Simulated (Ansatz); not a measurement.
Al₉Sb₈Cl₃, relaxed as a singlet with RKS PBE-D4/def2-SVP in Ansatz, starting from a model built from a lattice or polyhedron. Force threshold 0.03 eV/Å.

In the def2 sets Sb takes a core potential; there is no spin–orbit coupling. Single mean-field runs in def2-SVP are fitted with def2-universal-jkfit. The restricted singlet is unstable towards broken spin symmetry in Hartree–Fock (as tested in another run); at PBE-D4/def2-SVP this wasn't settled.

Start:

```xyz
20

Sb    4.2321    1.0935   -2.3443
Sb    0.3910    3.0386   -1.9567
Sb   -2.4077   -3.0900    1.3652
Sb   -2.9358    0.9786   -0.0993
Sb    0.9054   -1.0033   -0.5081
Sb    2.8061    2.3286    1.5599
Sb   -0.5050    0.2269    3.4078
Sb   -1.0246    4.2795    1.9723
Al    3.0705   -1.2929   -2.0839
Al   -0.2619   -3.3636   -0.1820
Al   -0.8074    0.7299   -1.6497
Al    4.9590    2.0692    0.0379
Al    1.1188    4.0169    0.3862
Al   -4.1244   -1.3831    0.1944
Al   -1.6832   -2.1235    3.7190
Al   -2.2198    1.9240    2.2682
Al    1.6381   -0.0392    1.8899
Cl    2.4418   -2.0821   -4.0208
Cl   -0.8649   -4.1301   -2.1696
Cl   -4.7280   -2.1780   -1.7865
```

Problem. Estimate the energy that the relaxation releases and the steps that it takes.

Solution. 984.1 kJ/mol, in 31 steps; 1.9 min on 2 threads of AMD EPYC 7R13 on a shared host and a share (18 GiB) of an NVIDIA H100 80GB HBM3. The force fell under the threshold at step 29, but the optimiser went on. No frequencies were taken in this run, so the end may be a saddle point.

Problem. Does the start keep its bonding?

Solution. Bonds formed: Sb1–Sb2, Sb2–Al9, Sb2–Al12, Sb4–Al10, Sb4–Al15, Al14–Cl19 (atoms count from 1). Metal–metal contacts that move far: Al11–Al17 4.37 to 2.67 Å, Al10–Al14 4.36 to 2.69 Å.

Problem. Predict the relaxed structure.

Solution. 
```xyz
20

Sb    4.224    1.308   -2.522
Sb    1.411    2.607   -1.913
Sb   -2.098   -3.581    1.650
Sb   -2.436    0.185   -0.423
Sb    1.906   -1.602    0.181
Sb    3.228    2.142    2.458
Sb   -0.701    0.400    3.911
Sb   -1.083    4.177    0.577
Al    2.162   -0.276   -2.202
Al   -0.644   -2.168   -0.237
Al    0.204    0.688   -0.423
Al    3.454    1.574   -0.072
Al    1.206    2.996    0.883
Al   -3.305   -2.482   -0.443
Al   -1.931   -1.000    2.066
Al   -1.236    1.841    1.701
Al    1.226    0.364    2.022
Cl    1.262   -1.400   -3.786
Cl   -1.619   -3.074   -2.124
Cl   -5.230   -2.699   -1.304
```
Bond lengths (bridged metal pairs left out): 26 × Al–Sb 2.58 to 2.99 Å; 4 × Al–Cl 2.12 to 2.45 Å; 1 × Sb–Sb 3.16 Å.
